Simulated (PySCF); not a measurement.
A structure optimised at PBE-D3(BJ)/def2-SVP, used in a PySCF frequency run:

```xyz
9

C      1.4637     0.0000     0.8255
Se     0.0000     0.0000    -0.4777
C     -1.4637     0.0000     0.8255
H      1.4253     0.9075     1.4588
H      2.4092     0.0000     0.2506
H      1.4253    -0.9075     1.4588
H     -1.4253     0.9075     1.4588
H     -2.4092     0.0000     0.2506
H     -1.4253    -0.9075     1.4588
```
Charge 0, spin multiplicity 1.

Problem. Write its SMILES, formula and point group.

Solution. C[Se]C, C2H6Se, C2v

Problem. What are its rotational constants (standard atomic weights)?

Solution. 11.180, 6.7673, 4.4629 GHz
